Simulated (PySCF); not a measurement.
**Telling isomers of C$_{6}$H$_{8}$OSi apart by NMR**

Gas phase, non-relativistic, single conformer, fast rotation and ring inversion assumed for equivalent nuclei. Shieldings: GIAO PBE0/pcSseg-1; coordinates at the GFN2-xTB level; PySCF 2.14.

Chemical shifts δ = σref − σ; ¹H and ¹³C vs TMS, all at this level. Where no couplings were computed, multiplicities follow the n + 1 count of equivalent neighbours, and m marks all less simple cases (inequivalent or close neighbours, rings, F or P nearby). Shifts are as computed. Against solution values, carbons near 30 ppm lie about +3 ppm off and those near 130 ppm about +5 ppm (rms about the fit 2.1 ppm; single classes can miss by 10 ppm). Of 1328 compounds with measured shifts, 309 miss one by over three times the rms of a fit or turn the order of signals round; such compounds aren't used in these exercises. Signals without a measured value on file couldn't be tested in this way; 1H shifts scatter by 0.2 ppm about their fit, and single ones miss by 0.5 ppm.

(1) Tabulate the signals of `C=C1C=C(O[SiH3])C1=C`, `c1coc([SiH]2CC2)c1` and their relative energies.

(2) What is the quickest way to tell C=C1C=C(O[SiH3])C1=C from c1coc([SiH]2CC2)c1?

## Answers

(1) 
| SMILES | carbon types | δC | δH | E rel. (kcal/mol) |
| --- | --- | --- | --- | --- |
| C=C1C=C(O[SiH3])C1=C | 3×C 1×CH 2×CH2 | 171.2, 156.2, 149.0, 127.1, 99.2, 95.5 | 6.09 (s, 1H), 5.13 (m, 1H), 5.09 (m, 1H), 5.08 (s, 3H), 4.95 (m, 1H), 4.86 (m, 1H) | 12.9 |
| c1coc([SiH]2CC2)c1 | 1×C 3×CH 2×CH2 | 154.3, 153.8, 125.4, 117.5, -0.9 | 7.83 (m, 1H), 6.87 (m, 1H), 6.78 (m, 1H), 3.70 (m, 1H), 0.85 (m, 2H), 0.71 (m, 2H) | 0.0 |

Energies are electronic energies at PBE0/pcSseg-1 on these geometries, without zero-point or thermal terms, each for the one conformer computed, which needn't be the lowest.

(2) Count the carbon signals: 6 against 5. The first has a terminal =CH2 carbon at 99.2 ppm, the second a three-membered-ring carbon (CH2) at -0.9 ppm. Their most deshielded carbons lie at 171.2 and 154.3 ppm. In the proton spectra the most deshielded non-exchanging signals are 6.09 (s, 1H) and 7.83 (m, 1H).
